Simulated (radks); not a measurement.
Spherical quantum dot in the effective-mass picture: electrons in a parabolic well V = omega^2 r^2 / 2 with omega = 2.09, with a point charge +1 (a donor) at the centre, all in effective atomic units (hartree* = m*/eps^2 hartree, bohr* = eps/m* bohr), one dielectric constant everywhere. Method: non-relativistic Kohn-Sham, r2SCAN, spin-polarised, spherical densities, generalised Kohn-Sham scheme; computed with a radial shooting solver with Libxc functionals. Levels are named by radial order and angular momentum (1s, 1p, 1d, 2s, ...), and open shells are averaged over m.

N = 19, configuration 1s2 1p6 1d(up 5, down 4) 2s2. This is the lowest configuration that the search found. Occupied and some empty levels:

| level | occupation | eigenvalue (hartree*) | <r> (bohr*) |
|---|---|---|---|
| 1s up | 1 | 15.166 | 0.9277 |
| 1s down | 1 | 15.180 | 0.9236 |
| 1p up | 3 | 16.653 | 1.295 |
| 1p down | 3 | 16.682 | 1.293 |
| 2s up | 1 | 17.898 | 1.307 |
| 2s down | 1 | 17.919 | 1.309 |
| 1d up | 5 | 18.060 | 1.509 |
| 1d down | 4 | 18.093 | 1.509 |
| 1f up | 0 | 19.556 | 1.674 |
| 1f down | 0 | 19.591 | 1.675 |
| 2p up | 0 | 19.790 | 1.497 |
| 2p down | 0 | 19.814 | 1.498 |
| 1g up | 0 | 21.146 | 1.815 |
| 1g down | 0 | 21.182 | 1.817 |

Energy (hartree*): total 215.072, kinetic 41.122, external 68.455, Hartree 118.60, exchange-correlation -13.106.

Electron density:

| r (bohr*) | n(r) (e/bohr*^3) |
|---|---|
| 0.130 | 2.590 |
| 0.274 | 1.889 |
| 0.418 | 1.390 |
| 0.563 | 1.080 |
| 0.707 | 0.9244 |
| 0.852 | 0.8696 |
| 0.996 | 0.8549 |
| 1.14 | 0.8291 |
| 1.28 | 0.7609 |
| 1.43 | 0.6457 |
| 1.57 | 0.4994 |
| 1.72 | 0.3493 |
| 1.86 | 0.2210 |
| 2.01 | 0.1259 |
| 2.15 | 0.06418 |
| 2.29 | 0.02953 |
| 2.44 | 0.01213 |
| 2.58 | 0.004522 |
| 2.73 | 0.001518 |
| 2.87 | 0.0004556 |
